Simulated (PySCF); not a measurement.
CH₆AlClO₂Si, SMILES [Al]([OH])([CH2][SiH2]Cl)[OH].

Geometry optimised at PBE-D3(BJ)/def2-SVP. The structure was generated by enumeration; whether it is a known compound was not checked. The values are those of a single conformer.

All values below come from PySCF with PBE/def2-TZVP.

Symmetry labels are those of the subgroup Cs that the program uses (full group Cs).

**Question.** List the valence orbital energies around the gap with their symmetry. (An estimate is asked for; the answer gives what the named calculation found.)

**Answer.** 
| orbital | symmetry | energy (eV) |
|---|---|---|
| HOMO−7 | A' | -8.68 |
| HOMO−6 | A' | -8.64 |
| HOMO−5 | A' | -7.97 |
| HOMO−4 | A' | -7.84 |
| HOMO−3 | A" | -7.57 |
| HOMO−2 | A" | -7.44 |
| HOMO−1 | A" | -7.26 |
| HOMO | A' | -7.15 |
| LUMO | A' | -1.39 |
| LUMO+1 | A' | -1.19 |
| LUMO+2 | A' | 0.16 |
| LUMO+3 | A' | 0.39 |
